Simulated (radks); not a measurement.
The lithium anion Li-, [He] 2s2, held by a Watson sphere: a shell of charge +1 at radius R that stands for the Madelung well of a crystal (potential energy -1/R inside, -1/r outside, in hartree with lengths in bohr). Method: scalar-relativistic Kohn-Sham, r2SCAN, spin-polarised, spherical densities, finite nucleus; meta-GGA in the generalised Kohn-Sham scheme; Fermi nuclear charge, rms radius of each element as measured or else 0.836 A^(1/3) + 0.57 fm; computed with a radial shooting solver on a logarithmic mesh with Libxc functionals.

| R (bohr) | e(1s) (eV) | e(2s) (eV) | <r> 2s (bohr) | sum of <r^2> (bohr^2) | X-ray form factor at sin(theta)/lambda = 0.2 1/angstrom |
|---|---|---|---|---|---|
| 1.85 | -55.781 | -4.748 | 3.183 | 24.77 | 1.763 |
| 2.54 | -53.395 | -4.430 | 3.416 | 28.15 | 1.721 |
| 2.63 | -53.228 | -4.383 | 3.449 | 28.66 | 1.717 |
| 2.76 | -53.020 | -4.314 | 3.497 | 29.42 | 1.712 |
| 2.98 | -52.743 | -4.196 | 3.580 | 30.76 | 1.706 |
| 3.13 | -52.596 | -4.115 | 3.637 | 31.69 | 1.703 |
| 3.54 | -52.311 | -3.896 | 3.791 | 34.33 | 1.700 |
| 3.97 | -52.127 | -3.674 | 3.947 | 37.16 | 1.702 |
